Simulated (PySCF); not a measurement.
## Copper: a sound run and one with changed settings

Sound run: Cu [Ar] 3d10 4s1, Cu⁺ [Ar] 3d10. All numbers are calculated (PySCF 2.14, the spin-free X2C one-electron Hamiltonian (Gaussian nucleus), in jorge-DZP-DKH (8s6p2d1f, 43 functions)). In the sound run the correlated levels freeze [Ar]. The sound run starts from symmetry-adapted Hartree-Fock orbitals and uses a fine grid where one is needed.

Changed run: no relativity, point nucleus. This setting is unsound on purpose.

| species | method | sound run (hartree) | changed run (hartree) | converged |
| --- | --- | --- | --- | --- |
| Cu | UHF | -1653.03659 | -1637.58806 | yes |
| Cu | B3LYP | -1654.69914 | -1639.18092 | yes |
| Cu | LDA | -1651.78792 | -1636.36576 | yes |
| Cu | MP2 | -1653.34046 | -1637.88607 | yes |
| Cu | CCSD(T) | -1653.32136 | -1637.86808 | yes |
| Cu⁺ | UHF | -1652.79970 | -1637.35732 | yes |
| Cu⁺ | B3LYP | -1654.41160 | -1638.90136 | yes |
| Cu⁺ | LDA | -1651.49171 | -1636.07803 | yes |
| Cu⁺ | MP2 | -1653.08516 | -1637.63822 | yes |
| Cu⁺ | CCSD(T) | -1653.06568 | -1637.61983 | yes |

Ionisation energy of Cu:

```
 method  sound run (eV)  changed run (eV)
    UHF           6.446             6.279
  B3LYP           7.824             7.607
    LDA           8.060             7.830
    MP2           6.947             6.744
SCS-MP2           6.877             6.678
   CCSD           6.920             6.720
CCSD(T)           6.957             6.755
```

Most of the change in total energy is the relativistic energy itself. On top of that the contraction fixes the core shape for the Hamiltonian it was made with, so the changed run is not a good calculation with the other Hamiltonian either.

For comparison, NIST gives 7.726 eV between the lowest levels.
